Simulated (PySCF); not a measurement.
ClFH2InN. Atoms are numbered in the order given.

```xyz
6

In     0.0635     0.0425    -0.2452
F      1.9145    -0.4651    -0.6467
Cl    -0.6248    -0.4639     1.9393
N     -0.9962     1.1426    -1.5846
H     -2.0066     1.0395    -1.4887
H     -0.7399     0.9545    -2.5543
```
Charge 0, spin multiplicity 1.

Coordinates come from a B3LYP-D3(BJ)/def2-SVP optimisation. The def2 effective core potentials stand for the cores of In; spin–orbit coupling is left out. The values are those of a single conformer.

Calculation: C-PCM-B3LYP/def2-SVP in PySCF.

The values are the electrostatic part of the solvation free energy, E(continuum) − E(gas) at the gas-phase geometry, in a cavity of scaled van der Waals radii (PySCF's table); cavitation and dispersion terms are not included. A continuum can't describe solvent molecules that bind to the metal. In vacuum the orbital gap is 5.26 eV. The dipole moment in vacuum is 3.49 D.

```json
[
 {"solvent": "water", "ε": "78.36", "ΔG(elec) (kcal/mol)": "-10.9", "dipole (D)": "4.30", "gap (eV)": "5.18"},
 {"solvent": "acetonitrile", "ε": "35.69", "ΔG(elec) (kcal/mol)": "-10.7", "dipole (D)": "4.28", "gap (eV)": "5.18"},
 {"solvent": "dichloromethane", "ε": "8.93", "ΔG(elec) (kcal/mol)": "-9.7", "dipole (D)": "4.20", "gap (eV)": "5.19"}
]
```
